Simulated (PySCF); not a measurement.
# Structure and vertical S1–T1 gap

The calculation used TDA wB97X-D/aug-cc-pVDZ excited states, vertical, gas phase in PySCF 2.14.0. Geometry: PBE0-D3(BJ)/def2-SVP.

Each molecule in one low-energy conformer.

Task: How does the vertical S1–T1 gap change along this series?
- FC(F)(F)c1ccccc1 (H on C replaced by CF3)
- C=C(C)c1ccccc1 (H on C replaced by isopropenyl)
- c1ccc(-c2cccs2)cc1 (H on C replaced by 2-thienyl)
- FC(F)=C(F)c1ccccc1 (H on C replaced by CF=CF2)
- FC(F)(F)Sc1ccccc1 (H on C replaced by SCF3)

Result: 
```tsv
molecule	S1 (eV)	S1 from	f(S1)	T1 (eV)	T1 from	S1 − T1 (eV)	S0–T1 spin-orbit coupling (cm⁻¹)	S1–T1 spin-orbit coupling (cm⁻¹)
FC(F)(F)c1ccccc1	5.49	HOMO→LUMO / HOMO−1→LUMO+2	0.004	4.19	HOMO−1→LUMO / HOMO→LUMO+2	1.29	1.23	1.31
C=C(C)c1ccccc1	5.17	HOMO→LUMO+4 / HOMO−1→LUMO	0.005	3.48	HOMO→LUMO	1.68	0.28	0.46
c1ccc(-c2cccs2)cc1	4.61	HOMO→LUMO	0.555	3.02	HOMO→LUMO	1.59	0.10	0.01
FC(F)=C(F)c1ccccc1	5.13	HOMO→LUMO+2 / HOMO−1→LUMO	0.006	3.35	HOMO→LUMO	1.77	0.98	0.40
FC(F)(F)Sc1ccccc1	5.41	HOMO−1→LUMO / HOMO→LUMO+2	0.005	4.14	HOMO→LUMO	1.27	4.29	3.31
```
The vertical S1–T1 gap is lowest for FC(F)(F)Sc1ccccc1 and highest for FC(F)=C(F)c1ccccc1.
